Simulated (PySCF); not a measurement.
Method: PySCF, B3LYP, basis Y def2-TZVP with ECP28, F def2-TZVP (scalar-relativistic core potentials, no spin–orbit coupling, density fitting). Open shells, if any, are unrestricted.

Q: What shape and geometry does isolated singlet YF₃ take (every ligand bound to Y)?

A: Formally Y is in oxidation state +3, d0. The polar-tensor charge on Y, 2.49, is below the formal one. The lowest minimum found is a singlet of D3h symmetry with Y–F 2.010 Å (×3); F–Y–F 120.0° (×3). Its harmonic wavenumbers are 57 (a2''), 145 (e'), 562 (a1'), 585 (e') cm⁻¹ and its dipole moment is 0.00 D.

Other isomers or separated fragments may lie lower.
